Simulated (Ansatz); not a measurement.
Geometry optimisation, Ansatz, DFT PBE, scalar-relativistic, plane waves, PAW.

Input:

```yaml
accuracy: low
crystal:
  lattice:
    - [5.048742, 0.0, 0.0]
    - [2.524371, 4.372339, 0.0]
    - [0.0, 0.0, 15.776426]
  atoms:
    - { symbol: H, position: [0.1666667, 0.1666667, 0.0633857] }
    - { symbol: H, position: [0.6666667, 0.1666667, 0.0633857] }
    - { symbol: H, position: [0.1666667, 0.6666667, 0.0633857] }
    - { symbol: H, position: [0.6666667, 0.6666667, 0.0633857] }
    - { symbol: C, position: [0.1666667, 0.1666667, 0.13311] }
    - { symbol: C, position: [0.6666667, 0.1666667, 0.13311] }
    - { symbol: C, position: [0.1666667, 0.6666667, 0.13311] }
    - { symbol: C, position: [0.6666667, 0.6666667, 0.13311] }
    - { symbol: C, position: [-0.1666667, 0.3333333, 0.1657717] }
    - { symbol: C, position: [0.3333333, 0.3333333, 0.1657717] }
    - { symbol: C, position: [-0.1666667, 0.8333333, 0.1657717] }
    - { symbol: C, position: [0.3333333, 0.8333333, 0.1657717] }
    - { symbol: C, position: [-0.1666667, 0.3333333, 0.2637569] }
    - { symbol: C, position: [0.3333333, 0.3333333, 0.2637569] }
    - { symbol: C, position: [-0.1666667, 0.8333333, 0.2637569] }
    - { symbol: C, position: [0.3333333, 0.8333333, 0.2637569] }
    - { symbol: C, position: [0.0, 0.0, 0.2964186] }
    - { symbol: C, position: [0.5, 0.0, 0.2964186] }
    - { symbol: C, position: [0.0, 0.5, 0.2964186] }
    - { symbol: C, position: [0.5, 0.5, 0.2964186] }
    - { symbol: H, position: [0.0, 0.5, 0.3661429] }
    - { symbol: H, position: [0.5, 0.5, 0.3661429] }
    - { symbol: F, position: [0.3437957, 0.8527234, 0.3845247] }
    - { symbol: F, position: [0.6678335, 0.6718418, 0.387694] }
basis:
  ecutwfc: 420.0
kpoints:
  mp_grid: { grid: [2, 2, 1] }
hamiltonian:
  xc: pbe
  pseudopotentials: { kind: paw, azcp: { folder: soft_1 } }
scf:
  occupations: { method: fermi_dirac, width: 0.02 }
  lower_state_search: "off"
relax:
  f_tol: 0.08
  max_steps: 25
  adjacent_minimum: "off"
  constraints: [{ sites: [0, 1, 2, 3, 4, 5, 6, 7, 8, 9, 10, 11] }]
```

Launched with:

```bash
$ ansatz run input.yaml --threads 1 --pin off --max-ram 3072MiB --backend cpu --events-out ev --progress --plain --runs-dir out
```

Question: Where does it end, and by what steps?

Answer: The run converged. Limits of this set-up: coarse k mesh, thin slab, slab without dipole correction, no dispersion correction for a molecule that may bind weakly, low accuracy level. After 12 steps the energy has fallen by 13.496 eV; F23 moved furthest, 1.51 Å. The start is strongly strained (largest force component 10 eV/Å). Joined: C17–F23 (2.05 → 1.41 Å), C18–F24 (2.03 → 1.41 Å).

```csv
step,energy less start (eV),largest force component (eV/Å),accepted
0,0.0000,10.117,yes
1,-4.1189,5.859,yes
2,-6.3086,3.462,yes
3,-7.3222,3.905,yes
4,-8.3603,3.635,yes
5,-9.3981,3.196,yes
6,-10.4905,3.010,yes
7,-11.6115,2.081,yes
8,-12.3863,2.110,yes
9,-13.0474,1.484,yes
10,-13.3623,0.783,yes
11,-13.4898,0.130,yes
12,-13.4962,0.041,yes
```

```xyz
24
Lattice="5.0487 0.0000 0.0000 2.5244 4.3723 0.0000 0.0000 0.0000 15.7764" Properties=species:S:1:pos:R:3
H 1.262 0.729 1.000
H 3.787 0.729 1.000
H 2.524 2.915 1.000
H 5.049 2.915 1.000
C 1.262 0.729 2.100
C 3.787 0.729 2.100
C 2.524 2.915 2.100
C 5.049 2.915 2.100
C 0.000 1.457 2.615
C 2.524 1.457 2.615
C 1.262 3.644 2.615
C 3.787 3.644 2.615
C 0.000 1.464 4.169
C 2.524 1.464 4.169
C 1.262 3.639 4.165
C 3.787 3.639 4.165
C 0.000 0.003 4.646
C 2.524 0.003 4.646
C 1.262 2.185 4.666
C 3.787 2.185 4.666
H 1.262 2.193 5.764
H 3.787 2.193 5.764
F 2.525 4.367 6.053
F 5.049 4.366 6.053
```

Time of the run: 70 s on 1 thread of Arm Neoverse V1, on a shared host, peak memory 0.5 GiB.
